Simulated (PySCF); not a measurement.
Compound: C₄H₃F₄O (doublet state).
Geometry (GFN2-xTB, Å), atoms numbered from 1 in this order:
```xyz
12
C4H3F4O angstrom
F      1.182    2.054    0.318
C      0.553    0.986   -0.179
C      1.302   -0.256   -0.493
O      0.342   -1.303   -0.398
C     -0.787   -0.879    0.229
F     -0.784   -1.283    1.536
F     -1.859   -1.463   -0.313
C     -0.847    0.673    0.191
F     -1.758    1.076   -0.765
H      1.715   -0.281   -1.510
H      2.128   -0.430    0.216
H     -1.186    1.104    1.141
```

The hyperfine couplings belong to this conformer and change with its torsions.

As a line formula: `F[C]1COC(F)(F)[C@@H]1F` [radical].

Method: UKS B3LYP, pcH-1 on C F H O, non-relativistic, mean-field spin-orbit, GIAO in PySCF. The structure is a single GFN2-xTB conformer in the gas phase; no vibrational or solvent corrections. The geometry wasn't refined by DFT: couplings that depend on bond lengths, twists or pyramidal angles can differ widely from those at the functional's own minimum. Stability of the SCF solution: not tested.

Q: Where do the isotropic ENDOR lines of C2, C8, C3, C5, F9, F1, F7, H10, H11 and H12 fall at 1214.0 mT, to first order?

A: ν± = |νn ± a/2|, one line for each electron-spin manifold; νn = |g_N| × 7.62259 MHz/T × B.

| nuclei | isotope | g_N | νn (MHz) | a_iso (MHz) | lower line (MHz) | upper line (MHz) |
| --- | --- | --- | --- | --- | --- | --- |
| C2 | 13C | 1.4048 | 13.00 | 175.04 | 74.52 | 100.52 |
| C8 | 13C | 1.4048 | 13.00 | -31.13 | 2.57 | 28.57 |
| C3 | 13C | 1.4048 | 13.00 | -20.72 | 2.64 | 23.36 |
| C5 | 13C | 1.4048 | 13.00 | 4.72 | 10.64 | 15.36 |
| F9 | 19F | 5.2577 | 48.65 | 259.88 | 81.28 | 178.59 |
| F1 | 19F | 5.2577 | 48.65 | 177.82 | 40.25 | 137.56 |
| F7 | 19F | 5.2577 | 48.65 | 15.16 | 41.07 | 56.24 |
| H10 | 1H | 5.5857 | 51.69 | 98.70 | 2.34 | 101.04 |
| H11 | 1H | 5.5857 | 51.69 | 81.47 | 10.95 | 92.42 |
| H12 | 1H | 5.5857 | 51.69 | 28.62 | 37.38 | 66.00 |

The rows for 13C, of low natural abundance, apply to labelled samples.

Q: Which pairs are centred on the nuclear Larmor frequency, and which on half the coupling?

A: Centred on νn, since |a| < 2νn: C3, C5, F7, H10, H11 and H12. Centred on |a|/2 and split by 2νn: C2, C8, F9 and F1.

Q: At what field would the lower line of C5 fall to zero frequency?

A: Where νn = |a|/2, that is B = 2.36 MHz/(1.4048 × 7.62259 MHz/T) = 220 mT, as far as first order holds there.
